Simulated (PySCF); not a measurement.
An unknown shows these calculated signals:

¹H NMR (400 MHz, computed): δ 6.78 (m, 1H), 6.59 (m, 1H), 6.34 (m, 1H), 4.64 (m, 1H), 4.28 (m, 1H), 2.14 (s, 3H), 1.84 (s, 3H).

¹³C{¹H} NMR (computed): δ 145.4 (CH2), 139.6 (CH), 93.7 (C), 88.0 (C), 52.1 (C), 32.2 (CH3), 5.2 (CH3).

- GIAO PBE0/pcSseg-1 shieldings
- structure optimised with GFN2-xTB
- code: PySCF
- rapidly exchanging positions averaged, in vacuum, one conformer, no relativistic terms

Scale: TMS for ¹H (σref 31.72), ¹³C (σref 186.93) (reference shieldings calculated alike).

Which of these does the molecule contain: a Si–H bond, a vinyl group CH=CH2, a C≡C triple bond, a heteroaromatic ring, a carboxylic acid, a CF3 group?

Answers


- A Si–H bond: yes (δH 4.28 (m), 4.64 (m)).
- A vinyl group CH=CH2: yes (δC 145.4, 139.6; δH 6.59 (m), 6.34 (m), 6.78 (m)).
- A C≡C triple bond: yes (δC 88.0, 93.7).
- A heteroaromatic ring: no.
- A carboxylic acid: no.
- A CF3 group: no.

The data belong to `C=C[SiH2][C@@](C)(Cl)C#CC`, C₇H₁₁ClSi; they needn't prove each group on their own.

Carbon signals by region: 2 in the sp2 and nitrile region (100–160 ppm), 3 at 50–100 ppm, 2 below 50 ppm.

Carbons that carry Cl, above all several Cl atoms, come out too deshielded, partly because spin–orbit coupling is missing. Shifts are as computed. Against solution values, carbons near 30 ppm lie about +3 ppm off and those near 130 ppm about +5 ppm; carbons on Cl a further +6 ppm. Of 1211 compounds with measured shifts, 218 miss one by over three times the rms of a fit or turn the order of signals round; such compounds aren't used in these exercises. Multiplicities follow the n + 1 count of equivalent neighbours, as no J values were calculated; m marks all less simple cases, F and P coupling included.
